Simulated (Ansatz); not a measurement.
Molecule: C$_{4}$H$_{7}$O, net charge -1, singlet state. It need not be the lowest isomer of its formula. Whether it binds its extra electron was not tested at this geometry. 
Coordinates optimised at B3LYP-D3(BJ)/def2-TZVP (Ansatz, a program for electronic structure):
```xyz
12

C     -2.0378    -0.1694     0.0286
C     -0.8016     0.2496    -0.7896
C      0.4119    -0.5984    -0.5622
C      1.4074    -0.2396     0.3236
O      1.5077     0.7998     1.0410
H     -2.3280    -1.1988    -0.2061
H     -2.9057     0.4796    -0.1617
H     -1.8032    -0.1292     1.0945
H     -0.5475     1.2790    -0.5146
H     -1.0885     0.2658    -1.8532
H      0.4934    -1.5535    -1.0751
H      2.2375    -0.9944     0.3859
```
Charge -1, spin multiplicity 1.

Basis-set convergence of Hartree-Fock and CCSD(T) correlation energies (hartree) with Ansatz. Cores are frozen in the correlated levels unless marked. No spin-orbit coupling. No relativistic terms. This anion needs diffuse functions, which these sets lack.

```
basis    functions       E(HF)  E(corr, CCSD(T))  rough core time
-------  ---------  ----------  ----------------  ---------------
cc-pVDZ        105  -230.38080          -0.82538       under 20 s
cc-pVTZ        248         ___               ___            7 min
```

Task: What belongs in the gaps?

Result: 
- cc-pVTZ, E(HF): -230.45361
- cc-pVTZ, E(corr, CCSD(T)): -1.00682
